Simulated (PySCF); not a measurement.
# Reading the logs of faulty runs: AlC2FH5

Calculated results; nothing here was measured. They come from PySCF 2.14.0, an open-source quantum chemistry program, on an isolated molecule that a program drew, which may never have been made. The molecule is AlC2FH5 (charge 0, doublet), drawn as the SMILES string `C[CH2][Al][F]`.

Each row is a Hartree-Fock (HF) and frozen-core CCSD(T) single point in the cc-pV(D+d)Z basis, meant for a local HF minimum. Run 1 is clean. Each other run has one planted mistake out of seven kinds, and not every kind appears here: one electron removed, one electron added, multiplicity raised by two, geometry at a saddle point, minimal basis STO-3G, one bond length entered in bohr, all coordinates scaled. The reference is restricted for singlets and unrestricted otherwise, and also for a bond in bohr. Adding or removing an electron swaps singlet and doublet. Electrons count all cores. HOMO and LUMO are orbital energies over both spins, the gradient is its largest component, and the lowest frequency (negative if imaginary) is given only where the gradient is small. Bond lengths are over the 8 bonds as drawn. T1 is the CCSD diagnostic: over 0.02 (restricted) or 0.045 (unrestricted) a single reference is doubtful.

Geometry of the clean run:
```xyz
9
AlC2FH5, angstrom
C    -0.6374   -0.5416   -0.9078
C    -0.0095    0.7872   -1.3461
Al   -0.7217    1.6559   -2.9833
F     0.0043    3.0951   -3.3996
H    -0.5319   -1.3108   -1.6775
H    -0.1697   -0.9267    0.0023
H    -1.7061   -0.4347   -0.7033
H     1.0692    0.6665   -1.5144
H    -0.0936    1.5355   -0.5464
```

| run | electrons | basis functions | <S^2> | HOMO (eV) | LUMO (eV) | gradient (hartree/bohr) | lowest frequency (cm^-1) | mean bond (Å) | longest bond (Å) | T1 | HF (hartree) | CCSD(T) (hartree) | mistake |
|---|---|---|---|---|---|---|---|---|---|---|---|---|---|
| 1 | 39 | 90 | 0.758 | -8.38 | 1.07 | 2.7e-05 | 37 | 1.3326 | 1.986 | 0.0141 | -420.06067 | -420.63522 | no fault |
| 2 | 40 | 90 | 0.000 | -0.35 | 7.08 | 4.4e-02 | - | 1.3326 | 1.986 | 0.0132 | -420.04539 | -420.65134 | one electron added |
| 3 | 39 | 29 | 0.758 | -4.67 | 7.32 | 3.3e-02 | - | 1.3326 | 1.986 | 0.0147 | -414.77048 | -414.95775 | minimal basis STO-3G |
| 4 | 39 | 90 | 3.757 | -5.58 | -1.89 | 1.2e-01 | - | 1.3326 | 1.986 | 0.0179 | -419.89172 | -420.43750 | multiplicity raised by two |
| 5 | 38 | 90 | 0.000 | -17.27 | -6.94 | 4.0e-02 | - | 1.3326 | 1.986 | 0.0160 | -419.77816 | -420.35553 | ? |
| 6 | 39 | 90 | 0.756 | -8.18 | 1.29 | 4.4e-02 | - | 1.2713 | 1.894 | 0.0134 | -420.04199 | -420.60923 | ? |

**Which mistake was planted in run 5, and what did it cost?**

It counts 38 electrons, one fewer than the clean run, at the same geometry and basis. So the mistake is: one electron removed. Subtracting run 1 and multiplying by 627.51 kcal/mol a hartree, the energy moved by 177.3 kcal/mol in HF and 175.5 kcal/mol in CCSD(T).

**Which mistake was planted in run 6, and what did it cost?**

The mean and the longest bond both change by the same factor, 0.954, and the gradient is no longer small. So the mistake is: all coordinates scaled. Subtracting run 1 and multiplying by 627.51 kcal/mol a hartree, the energy moved by 11.7 kcal/mol in HF and 16.3 kcal/mol in CCSD(T).

